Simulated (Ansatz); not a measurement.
The cluster B₆⁺. Charge 1, multiplicity 2. Geometry r2SCAN-D4/def2-SVP, basis def2-TZVP, Ansatz.

```xyz
6

B    -0.0707    0.0623    0.9726
B    -1.2306    0.6310   -0.4135
B    -1.5417    0.7435    1.1313
B     1.5029   -0.8278   -1.1253
B     0.0393   -0.1303   -0.9674
B     1.3008   -0.4787    0.4022
```

| run | HOMO (eV) | LUMO (eV) |
| --- | --- | --- |
| A | -12.74 | -10.81 |
| B | -14.94 | -8.26 |
| C | -14.11 | -9.20 |
| D | -13.01 | -10.41 |
| E | -11.99 | -11.25 |
| F | -12.36 | -11.12 |

The structure comes from a short search, and lower isomers may exist.

HOMO and LUMO are taken over both spins.

**Question.** The runs used CAM-B3LYP, PBE, PBE0, r2SCAN, r2SCANh, ωB97X-V. Estimate which is which.

**Answer.** A r2SCANh (10 % exact exchange); B ωB97X-V (range-separated); C CAM-B3LYP (range-separated); D PBE0 (25 % exact exchange); E PBE (0 % exact exchange); F r2SCAN (0 % exact exchange). Exact exchange lowers occupied and raises empty levels; among semilocal functionals meta-GGAs tend to open the gap a little, and such runs are hard to tell apart. The gap grows from 0.73 eV (PBE) to 6.67 eV (ωB97X-V). At r2SCANh-D4/def2-TZVP, ωB97X-V/def2-TZVP, CAM-B3LYP-D4/def2-TZVP, PBE0-D4/def2-TZVP and others the charge 1 doublet is spin-contaminated (final ⟨S²⟩ up to 0.98, 0.75 for a pure state).
